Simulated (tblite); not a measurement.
Compound: C₆H₁₂P (charge +1).
Z-matrix (Å and degrees, GFN2-xTB geometry), rows numbered from 1:
```
C 
C   1  1.4789
C   2  1.3448  1  124.57
P   3  1.7716  2  111.09  1  -179.51
C   4  1.8053  3  116.50  2   128.58
C   4  1.8210  3   95.11  2     7.70
C   2  1.5024  1  118.83  3   179.18
H   1  1.0900  2  109.89  3   116.59
H   1  1.0892  2  110.33  3  -125.78
H   1  1.0857  2  111.61  3    -4.27
H   3  1.0764  2  125.35  1     0.85
H   4  1.3843  3  112.23  2  -107.64
H   5  1.0910  4  109.31  3   -53.44
H   5  1.0906  4  109.94  3  -173.87
H   5  1.0909  4  109.63  3    66.18
H   6  1.0902  4  112.55  3  -136.42
H   6  1.0938  4  107.79  3   104.80
H   7  1.0908  2  110.53  1    46.14
H   7  1.0927  2  108.16  1   -70.26
```

Computed with GFN2-xTB (tblite): harmonic, unscaled wavenumbers at the GFN2-xTB geometry, gas phase. The method is semi-empirical: single wavenumbers can be off by several per cent or more. Modes of hydrogen on phosphorus can be 10 to 20 % off. One conformer, not necessarily the lowest.

Harmonic wavenumbers (cm⁻¹): 73.3, 109.3, 128.1, 162.4, 194.5, 287.5, 329.8, 434.7, 444.2, 541.8, 680.6, 719.4, 736.1, 766.5, 779.3, 820.7, 841.5, 888.8, 915.2, 927.2, 944.3, 999.0, 1003.0, 1031.1, 1093.3, 1115.6, 1159.8, 1211.6, 1238.8, 1311.3, 1313.9, 1385.2, 1387.7, 1388.9, 1405.0, 1441.0, 1444.8, 1449.8, 1614.1, 2358.0, 2949.0, 2971.9, 2986.5, 2990.5, 2991.8, 2993.8, 3003.4, 3008.9, 3027.8, 3070.2, 3109.2.

A = 4344, B = 1490, C = 1226 MHz; mass 115.068 u (most abundant isotopes); point group C1, symmetry number 1.

**Question.** What is the zero-point energy?

**Answer.** ½Σν̃ = 35090 cm⁻¹ = 419.77 kJ/mol.

**Question.** Give the ideal-gas entropy at 298.15 K and 1 bar in the rigid-rotor, harmonic-oscillator model (classical rotation).

**Answer.** Translation 168.04, rotation 117.55, vibration 95.87: S = 381.5 J/(mol K).

**Question.** And Cp and H(298.15 K) − H(0)?

**Answer.** Cp = 146.36 J/(mol K), of which vibrations give 113.10 (their classical limit is 51 R = 424.0); H(298.15 K) − H(0) = 25.82 kJ/mol without the zero-point energy, 15.90 from vibrations.

**Question.** Blend soft modes into free rotors: weight 1/[1 + (100 cm⁻¹/ν̃)⁴] for the oscillator and the rest for a rotor with moment μB/(μ + B), μ = h/(8π²ν), B = 10⁻⁴⁴ kg m². What vibrational entropy results?

**Answer.** 91.63 J/(mol K) in place of 95.87, which changes −T·S at 298.15 K by +1.26 kJ/mol.

**Question.** What must be added to the electronic energy to get the Gibbs energy at 298.15 K and 1 bar?

**Answer.** ZPE + [H(298.15 K) − H(0)] − T·S = 419.77 + 25.82 − 113.73 = 331.86 kJ/mol.

Hindered rotation and anharmonicity are outside this model. Other conformers, if any are populated, would add a mixing term that is left out. The structure is chiral; the term R ln 2 for an equal mix with its mirror image is left out.
